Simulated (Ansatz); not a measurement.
Mulliken charges of `[CH2]1S[CH2][SnH2]1` from ωB97M-V/def2-TZVPP in Ansatz (PBE0-D4/def2-TZVP geometry).

```csv
atom,x (Å),y (Å),z (Å),charge (e)
C1,-1.085,0.777,-0.589,-0.501
S2,-1.313,-1.028,-0.516,-0.046
C3,0.282,-1.423,0.267,-0.501
Sn4,0.862,0.656,0.337,0.598
H5,-1.085,1.147,-1.615,0.153
H6,-1.839,1.308,-0.008,0.153
H7,0.153,-1.898,1.239,0.153
H8,0.904,-2.052,-0.370,0.153
H9,1.009,1.352,1.890,-0.082
H10,2.195,1.108,-0.632,-0.082
```

Q: By hand: the dipole of these point charges (1 e Å = 4.8032 D).

A: Σ q r = (0.430, 0.333, 0.168) e Å, of length 0.569 e Å = 2.73 D.

Q: How does the dipole of the full density compare? (Estimate.)

A: Ansatz gave: (0.298, 0.230, 0.116) e Å, 1.89 D; the point charges give 1.44 times that, at 0° from its direction.

Point charges leave out the atoms' own dipoles, such as those of lone pairs, and Mulliken's split depends on the basis, so the two needn't agree.
